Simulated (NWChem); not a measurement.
Species: HgI cation; SMILES [I][Hg+]

Computed with NWChem. Structure relaxed at the PBE0/def2-SVP level. def2 effective core potentials on I, Hg; no spin-orbit coupling. Total energies of different functionals are on different scales.

| level | energy (Ha) | highest occupied level (eV) | orbital gap (eV) |
|---|---|---|---|
| B3LYP/def2-SVP | -451.0314 | -13.14 | 2.12 |
| PW6B95/def2-SVP | -451.1373 | -13.41 | 2.71 |
| Hartree-Fock/def2-SVP | -448.9033 | ? | ? |
| LRC-wPBEh/def2-SVP | -450.9106 | -15.14 | 5.98 |

Complete the blanks.


- Hartree-Fock/def2-SVP, highest occupied level (eV): -15.51
- Hartree-Fock/def2-SVP, orbital gap (eV): 7.97
